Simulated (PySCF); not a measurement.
PySCF input for Ga(H)(OH)(OMe) (CH5GaO2), SMILES C[O][GaH][OH], PBE/pcSseg-1. Coordinates come from a PBE-D3(BJ)/def2-SVP optimisation. The values are those of a single conformer.

```python
import numpy as np
from pyscf import gto, scf, dft
from pyscf.prop.nmr import rks as nmr

mol = gto.M(
    atom='''
    Ga   -0.37083652    0.56872311    0.00000000
    H    -1.62657213    1.49266912   -0.00000000
    O     1.36704962    1.05944127    0.00000000
    H     1.47519658    2.02777149   -0.00000001
    O    -0.58356628   -1.21166353    0.00000000
    C     0.49899075   -2.12331191   -0.00000000
    H     0.44407892   -2.78144216    0.89709161
    H     0.44407893   -2.78144216   -0.89709160
    H     1.49733864   -1.63032300    0.00000000
    ''',
    basis='pcSseg-1',
    charge=0,
    spin=0,
    max_memory=1600,
    verbose=3,
)
mf = dft.RKS(mol, xc='pbe')
mf.grids.level = 3
mf.conv_tol = 1e-10
mf.max_cycle = 100
mf.kernel()
n = nmr.NMR(mf)
n.verbose = 2
n.max_cycle_cphf = 60
sigma = n.kernel()
print('atom   isotropic/ppm   span/ppm')
for i, s in enumerate(sigma):
    w = np.linalg.eigvalsh((s + s.T) / 2)
    print(f'{mol.atom_symbol(i):2s}{i + 1:3d} {w.mean():14.3f} {w[2] - w[0]:11.3f}')
```

It prints:

```
converged SCF energy = -2115.7374625368
atom   isotropic/ppm   span/ppm
Ga  1       1382.030     255.126
H   2         25.567      17.659
O   3        229.732     232.706
H   4         28.128      16.288
O   5        225.806     244.212
C   6        118.679      92.125
H   7         26.982      10.387
H   8         26.982      10.387
H   9         26.168      11.143
```

Self-consistency was reached.

Cost: about 23 core-seconds (a rough figure).
